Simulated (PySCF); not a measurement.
SMILES C=[CH][Al]([OH])[CH2]C, singlet (GFN2-xTB optimised geometry):

```
15

Al    -0.255    -0.007     0.000
C     -1.270    -1.750    -0.023
C     -0.528    -2.910     0.653
H     -1.498    -2.043    -1.056
H     -2.249    -1.618     0.454
H     -0.394    -2.714     1.716
H      0.459    -3.041     0.213
H     -1.076    -3.848     0.545
C     -1.245     1.720     0.000
C     -0.616     2.892    -0.005
H     -2.335     1.741    -0.005
H     -1.127     3.848    -0.013
H      0.464     2.945    -0.001
O      1.389    -0.007     0.000
H      2.335     0.007    -0.002
```

Computed with PBE0/def2-TZVP (PySCF).

What are the frontier orbital energies and the dipole moment?

HOMO-2 -8.66 eV, HOMO-1 -7.74 eV, HOMO -7.02 eV, LUMO -0.74 eV, LUMO+1 0.25 eV; dipole moment 0.92 D.

On the same geometry PBE/def2-TZVP (PySCF 2.14.0) gives HOMO-2 -7.29 eV, HOMO-1 -6.63 eV, HOMO -5.76 eV, LUMO -1.62 eV, LUMO+1 -0.57 eV; dipole moment 0.92 D.

Meta-Löwdin charges at PBE0/def2-TZVP: Al1 0.97, C2 -0.50, C3 -0.33, H4 0.12, H5 0.11, H6 0.11, H7 0.11, H8 0.11, C9 -0.40, C10 -0.22, H11 0.12, H12 0.12, H13 0.11, O14 -0.79, H15 0.37.
